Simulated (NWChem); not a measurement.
Species: C₄H₂F₂O; SMILES C#CC(F)(F)C=O

```xyz
9

C      1.1423    -2.2052    -0.0132
C      0.4210    -1.2361     0.0322
C     -0.3811    -0.0097     0.0429
F     -0.7553     0.3148     1.2869
F     -1.4968    -0.1714    -0.7110
C      0.4143     1.1567    -0.5795
O      0.8582     2.0516     0.0703
H      1.7726    -3.0766    -0.0434
H      0.5242     1.0701    -1.6887
```
Atoms are numbered in this order, from 1.

Computed with NWChem. Pople sets run with spherical d functions. All runs use the structure optimised with PBE0/def2-SVP. Level: B3LYP/6-31G* with SMD (1 M gas to 1 M solution), gas-phase geometry.

| solvent | dielectric constant | solvation free energy (kcal/mol) | cavity-dispersion-structure term (kcal/mol) | dipole in solution (D) |
|---|---|---|---|---|
| water | 78.4 | -1.0 | 6.4 | 3.90 |
| chlorobenzene | 5.70 | -4.5 | 0.3 | 3.54 |
| N,N-dimethylformamide | 37.2 | -4.4 | 1.4 | 3.68 |
| acetone | 20.5 | -4.9 | 0.8 | 3.67 |
| cyclohexanone | 15.6 | -4.3 | 1.2 | 3.64 |
